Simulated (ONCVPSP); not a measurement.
## Ar, ONCV: configuration errors across variants

| Property | Result |
| --- | --- |
| Element | argon |
| Generator | ONCVPSP 4.0.1 |
| Type | optimised norm-conserving Vanderbilt (ONCV) |
| Functional | BLYP |
| Relativity | fully relativistic |
| Frozen core | [He] |
| Valence charge | 16 |
| Reference configuration | 2s2 2p6 3s2 3p6 |
| Partial waves | 2s+3s: rc 0.65 bohr, ncon 4, nbas 8, qcut 17.1 1/bohr, 2 projectors; 2p+3p: rc 0.60 bohr, ncon 5, nbas 8, qcut 20.5 1/bohr, 2 projectors; d scattering state at 0.04 Ha: rc 0.65 bohr, ncon 5, nbas 8, qcut 16.4 1/bohr, 1 projector |
| Local potential | polynomial inside 0.45 bohr (lpopt 5, dvloc0 6 Ha) |
| Core correction | none |

Open shells are filled in proportion to 2j + 1.

All-electron excitation energies from the reference (eV): (1) 2s2 2p6 3s2 3p5 15.919; (2) 2s2 2p6 3s2 3p4 44.429; (3) 2s2 2p6 3s2 3p3 86.868; (4) 2s2 2p6 3s2 3p2 144.379.

Errors AE − PS in meV (a dash: test not solved or not reliable):

```csv
change,(1),(2),(3),(4),bound ghosts,GHOST(+) flags above zero
base,+3.8,+11,+22,+42,none,none
"all radii scaled by about 0.80 (s 0.52, p 0.48, d 0.52 bohr); local potential polynomial inside 0.36 bohr (lpopt 5, dvloc0 6 Ha)",+3.8,+10,+20,+36,none,none
"all radii scaled by about 0.95 (s 0.62, p 0.56, d 0.62 bohr); local potential polynomial inside 0.42 bohr (lpopt 5, dvloc0 6 Ha)",+3.9,+11,+22,+41,none,none
"all radii scaled by about 1.07 (s 0.70, p 0.64, d 0.70 bohr); local potential polynomial inside 0.48 bohr (lpopt 5, dvloc0 6 Ha)",+3.5,+10,+22,+43,none,none
"all radii scaled by about 1.18 (s 0.76, p 0.72, d 0.76 bohr); local potential polynomial inside 0.54 bohr (lpopt 5, dvloc0 6 Ha)",+2.9,+8.8,+20,+42,none,none
"all radii scaled by about 1.25 (s 0.82, p 0.74, d 0.82 bohr); local potential polynomial inside 0.56 bohr (lpopt 5, dvloc0 6 Ha)",+2.7,+8.5,+20,+42,none,none
"all radii scaled by about 1.29 (s 0.84, p 0.78, d 0.84 bohr); local potential polynomial inside 0.58 bohr (lpopt 5, dvloc0 6 Ha)",+2.4,+7.8,+19,+41,none,none
```

(1) Give the same row for: all radii scaled by about 0.85 (s 0.56, p 0.50, d 0.56 bohr); local potential polynomial inside 0.38 bohr (lpopt 5, dvloc0 6 Ha).

Results:

(1) +3.9, +10, +21, +38; bound ghosts: none; GHOST(+) flags above zero: none.
